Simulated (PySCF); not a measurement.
Stationary points of NbS₃⁻

All numbers come from PBE/[Nb def2-SVPD with ECP28, S def2-SVPD], scalar-relativistic core potentials, density fitting, no spin–orbit coupling, PySCF.

Relaxations began from a few typed shapes. The search is not exhaustive: other isomers or separated fragments can lie lower, and high-lying points may rest on an excited occupation.

Task: Order these stationary points by electronic energy, lowest first, in kJ/mol from the lowest minimum.
A. singlet C3v: Nb–S 2.226 Å (×3); S–Nb–S 112.5° (×3)
B. singlet D3h: Nb–S 2.236 Å (×3); S–Nb–S 120.0° (×3)

Result: A (0.0), B (12.2).

Task: Which of them are minima?

Result: By energy in kJ/mol, 0.0: minimum; 12.2: saddle point, 1 imaginary mode.

Formally Nb is in oxidation state +5, d0. A d0 centre has no lone pair, yet it is C3v rather than trigonal planar: covalent bonding through the d orbitals favours lower symmetry. The polar-tensor charge on Nb, 1.25, is far below the formal one.

For the lowest minimum: stability towards spin polarisation was not tested.
